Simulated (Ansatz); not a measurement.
`O[SiH2][SiH](S)Cl` + `CN[SiH2][AlH2]` → `O[SiH2]N[SiH2][AlH2]` + `C[SiH](S)Cl`  (redistribution)

Program: Ansatz. Geometries: PBE0-D4/def2-TZVP. ΔE: electronic, gas phase. CCSD(T)/CBS adds triple-zeta CCSD(T) − MP2 to the extrapolated MP2 energy (def2 sets, frozen cores). DFT in def2-TZVPP. One conformer a species, not always the lowest.

```tsv
level	ΔE (kJ/mol)
PBE0-D4	-162.0
SCS-MP2/def2-TZVPP	-186.1
```

Q: What does CCSD(T)/CBS give? (Estimate.)

A: Ansatz gave: -179.9 kJ/mol. The listed levels differ from it by 17.9, -6.2 kJ/mol.

Largest T1 diagnostic among the species: 0.012.

From PBE to PBE0 (25 % exact exchange), in def2-TZVPP and without D4, ΔE moves by −10.0 kJ/mol.
